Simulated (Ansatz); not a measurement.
`B[SiH2]COC`. Total charge 0; spin multiplicity 1. Geometry: relaxed with PBE0-D4/def2-TZVP. It is one conformer, not always the lowest.

```xyz
14

B     1.949    1.273    1.850
Si    0.579    1.341    0.381
C    -0.114   -0.363   -0.059
O    -1.064   -0.244   -1.089
C    -1.615   -1.478   -1.459
H     2.288    0.261    2.391
H     2.466    2.286    2.221
H     1.205    1.951   -0.829
H    -0.536    2.236    0.810
H    -0.562   -0.819    0.840
H     0.713   -1.028   -0.360
H    -2.335   -1.293   -2.257
H    -2.131   -1.955   -0.614
H    -0.842   -2.168   -1.826
```

Q: What is the dipole moment at ωB97M-V/def2-TZVPP? (Best estimate.)

A: The calculation gave: 1.57 D, with components (0.22, -1.48, 0.49) D in this frame, pointing from negative to positive charge.

Q: And with PBE, r2SCAN, B3LYP? (Estimate.)

A: The calculation gave: PBE 1.44 D, r2SCAN 1.49 D, B3LYP 1.54 D.

Q: Give the Mulliken charges with ωB97M-V, B3LYP, PBE in def2-TZVPP. (Estimate.)

A: Computed: 
```tsv
atom	ωB97M-V	B3LYP	PBE
B1	-0.17	-0.07	-0.05
Si2	0.15	0.20	0.14
C3	-0.15	-0.06	-0.07
O4	-0.30	-0.32	-0.25
C5	-0.18	-0.12	-0.14
H6	0.09	0.06	0.04
H7	0.09	0.05	0.04
H8	-0.03	-0.07	-0.06
H9	-0.03	-0.07	-0.06
H10	0.10	0.07	0.07
H11	0.10	0.07	0.07
H12	0.12	0.11	0.11
H13	0.10	0.08	0.08
H14	0.10	0.08	0.08
```

B3LYP here is the variant with VWN-RPA as its local correlation; programs differ in this.
